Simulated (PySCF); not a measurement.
Compound: C₅H₉OS (doublet state).
Structure used (GFN2-xTB), in Å, numbered top down from 1:
```xyz
16
C5H9OS angstrom
C      2.2839    1.3010    0.6591
O      1.0886    0.6006    0.4266
C      0.7446    0.4305   -0.9222
C     -0.3433   -0.1327   -1.3432
C     -1.5750   -0.8199   -1.0138
C     -1.6179   -1.3642    0.4334
S     -1.8726   -0.0523    1.6625
H      2.3956    1.3605    1.7410
H      3.1447    0.7723    0.2354
H      2.2422    2.3139    0.2439
H      1.4805    0.8309   -1.6130
H     -2.4280   -0.1511   -1.1673
H     -1.6979   -1.6790   -1.6838
H     -2.4669   -2.0379    0.5484
H     -0.6953   -1.8886    0.6758
H     -0.6908    0.5247    1.4649
```

The hyperfine couplings belong to this conformer and change with its torsions.

Identity: `CO/C=[C]\CCS` [radical].

Level of theory: PySCF, UKS B3LYP, pcH-1 on C H O S, non-relativistic, mean-field spin-orbit, GIAO. One conformer (not necessarily the lowest) at the GFN2-xTB geometry, without solvent, vibrations or thermal averaging. A GFN2-xTB geometry isn't a minimum of the functional, and hyperfine couplings can be far from their values at a DFT geometry. The SCF solution wasn't tested for stability.

**Question.** Match the computed a_iso(13C) values +270.1, +72.8, +33.3, -3.8, +1.1 MHz with the sites C1; C3; C4; C5; C6.

**Answer.** 
| site | a_iso (MHz) | ρ(0) (bohr⁻³) | position | distance from C4 (Å) | spin population | largest \|T\| (MHz) |
| --- | --- | --- | --- | --- | --- | --- |
| C1 | +1.1 | +0.0010 | 3 bonds from C4 | 3.60 | +0.01 | 2.9 |
| C3 | +33.3 | +0.0296 | 1 bond from C4 | 1.30 | -0.13 | 16.3 |
| C4 | +270.1 | +0.2404 | largest spin population | 0.00 | +1.01 | 141.6 |
| C5 | -3.8 | -0.0034 | 1 bond from C4 | 1.45 | -0.05 | 7.2 |
| C6 | +72.8 | +0.0648 | 2 bonds from C4 | 2.51 | +0.05 | 12.4 |

ρ(0) is the spin density at the nucleus and T the dipolar tensor; a_iso includes a spin–orbit part; entries for several nuclei are means. The largest Mulliken spin populations are on C4 (+1.01) and C3 (-0.13). No atom but C4 exceeds +0.15.

Class means assume fast exchange of nuclei equivalent by connectivity; if that motion is slow, each nucleus keeps its own coupling. The 1H value of +36.6 MHz is a mean of couplings from 9.9 to 63.4 MHz in this one geometry, not an average over conformers. The 1H value of +4.0 MHz is a mean of couplings from -4.1 to 12.2 MHz in this one geometry, not an average over conformers.
